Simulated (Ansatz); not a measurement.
Compare A (`[SiH3]N[SiH2][SeH]`) with its isomer B (`N[SiH2][SiH2][SeH]`).

Calculated with Ansatz (gas phase, PBE0-D4/def2-TZVP geometries, no zero-point term in ΔE). CCSD(T)/CBS adds triple-zeta CCSD(T) − MP2 to the extrapolated MP2 energy (def2 sets, frozen cores). Functionals use def2-TZVPP. For Se outer-core shells are correlated without core-valence functions, which leaves a few kJ/mol of doubt a bond. Scalar relativity is left out up to krypton. One conformer a species, not always the lowest.

(1) Which is lower in electronic energy at CCSD(T)/CBS, and by how much? (An estimate is asked.)

(2) Give E(B) − E(A) in kJ/mol with PBE0-D4, ωB97M-V, PBE-D4, CCSD/def2-TZVPP, CCSD(T)/def2-TZVPP, B2PLYP, r2SCAN-D4. (An estimate is asked.)

Largest T1 diagnostic: 0.010.

## Answers

(1) Computed: A, by 63.9 kJ/mol.

(2) Ansatz gave: PBE0-D4 49.3, ωB97M-V 66.3, PBE-D4 43.5, CCSD/def2-TZVPP 66.7, CCSD(T)/def2-TZVPP 65.0, B2PLYP 65.9, r2SCAN-D4 57.5. None reverses the order clearly.

In def2-TZVPP, CCSD(T) changes the Hartree–Fock value by −13.7 kJ/mol (the triples alone add −1.7 kJ/mol) and MP2 by −7.1 kJ/mol. From PBE to PBE0 (25 % exact exchange), in def2-TZVPP and without D4, E(B) − E(A) moves by +5.9 kJ/mol.
